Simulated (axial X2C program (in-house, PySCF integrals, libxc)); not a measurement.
AlW: from the spin-free to the two-component result

All values were computed with an axial X2C code built on PySCF integrals. Spin-free means the one-electron spin-free X2C Hamiltonian; two-component (2c) means X2C with spin–orbit coupling and atomic mean-field two-electron Coulomb and Gaunt terms, so the difference of the two also holds small scalar two-electron terms. Basis: W dyall-cv3z [13s14p9d7f4g], Al dyall-v3z [8s8p2d1f] (cores contracted in-house); Gaussian nuclei, density fitting, unrestricted open shells. Masses: W 183.951 u, Al 26.982 u.

Spin-free state: M_S = 5/2, Λ = 0 (beyond evenly filled blocks: σα, π+α, π-α, δ+α, δ-α); fragments W + Al.

```tsv
level	Re (Å)	ωe (cm⁻¹)	μ (D)
PBE0	2.618	271.9	-0.75
TPSS	2.627	271.7	-0.82
```

Dipoles are positive if Al is the positive end.

Two-component determinant lowest at the distance of the search:

Ω = 5/2 (⟨Sz⟩ = 2.46, ⟨Lz⟩ = 0.04 at PBE0); fragments W + Al.

| level | Re (Å) | ωe (cm⁻¹) | μ (D) |
| --- | --- | --- | --- |
| PBE0 | 2.617 | 271.0 | -0.73 |
| TPSS | 2.626 | 270.9 | -0.80 |

(1) From the two tables, how do the constants change at the PBE0 level (2c against spin-free)?

The state is one determinant whose occupation by symmetry is held fixed; it was picked as the lowest of a PBE0 search that is not exhaustive. De is not given where an atomic determinant may have missed its ground term or J level, or where the truncated virtual space spoils (T). Density functionals use the spin component along the axis (collinear). Without a current term, density functionals place determinants with orbital angular momentum somewhat too high. With several unpaired electrons one determinant need not be a pure state. This is the top spin component of a Σ state; components of lower Ω are not single determinants and can lie lower.

## Answers

(1) At the PBE0 level Re drops by 0.001 Å and ωe falls by 0.9 cm⁻¹.
